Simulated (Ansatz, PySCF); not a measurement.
System: P$_{2}$H$_{3}$, net charge 0, doublet state. It need not be the lowest isomer of its formula. 
Structure (B3LYP-D3(BJ)/def2-TZVP (Ansatz, an electronic-structure program) minimum search):
```
P
H 1 1.4160
H 1 1.4187 2 95.53
P 1 2.1895 2 97.11 3 100.93
H 4 1.4237 1 92.01 2 -157.85
```
Charge 0, spin multiplicity 2.

Quantity: atomisation energy (electronic, to ground-state atoms), in eV. Cores are frozen in the correlated levels unless marked. UHF or UKS for open shells. Spin-orbit coupling is left out. No relativistic terms. The coupled-cluster limit lacks core correlation, which all-electron functionals hold. CBS marks a two-point X^-3 extrapolation of the correlation energy; Hartree-Fock from the larger set.

| level | program | atomisation energy (eV) | minus last row |
|---|---|---|---|
| HF/def2-TZVPD | PySCF | 8.19 | -4.25 |
| TPSS-D3(BJ)/def2-TZVPD | PySCF + dftd3 | 13.04 | 0.60 |
| M06-L/def2-TZVPD | PySCF | 12.49 | 0.05 |
| RI-MP2/cc-pV(T+d)Z | Ansatz | 11.46 | -0.98 |
| RI-MP2/def2-TZVPP | Ansatz | 11.49 | -0.95 |
| CCSD/def2-TZVPP | Ansatz | 11.70 | -0.74 |
| CCSD(T)/CBS(cc-pV(T+d)Z,cc-pV(Q+d)Z) | Ansatz | 12.44 | 0.00 |
